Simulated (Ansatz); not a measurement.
C2H7ClSi2 (`[SiH3]/C=C(\[SiH3])Cl`) at its PBE0-D4/def2-TZVP geometry, where that method's forces vanish. Charge 0, multiplicity 1.

```xyz
12

Si   -1.7192    0.6774   -0.3335
C    -0.2257    0.9220    0.7688
C     0.8951    0.2055    0.7180
Si    1.3051   -1.2164   -0.4317
Cl    2.2091    0.5554    1.8185
H    -2.7287    1.6950    0.0555
H    -1.3729    0.8655   -1.7660
H    -2.3074   -0.6759   -0.1584
H    -0.2861    1.7182    1.5103
H     2.5011   -0.8622   -1.2340
H     0.1433   -1.4578   -1.3252
H     1.5864   -2.4268    0.3777
```

Task: What forces (eV/Å) does r2SCAN-D4/def2-TZVPP give on these atoms in Ansatz 0.2.0? (Best estimate.)

Result: Computed: 
```
Si1 -0.025  0.017 -0.001
C2  -0.243  0.148  0.005
C3   0.008 -0.186 -0.179
Si4  0.015 -0.028 -0.014
Cl5  0.221  0.041  0.167
H6   0.023 -0.025 -0.010
H7  -0.016 -0.007  0.024
H8   0.007  0.027 -0.011
H9  -0.004  0.005  0.004
H10 -0.019 -0.011  0.018
H11  0.033 -0.002  0.016
H12  0.001  0.022 -0.018
```
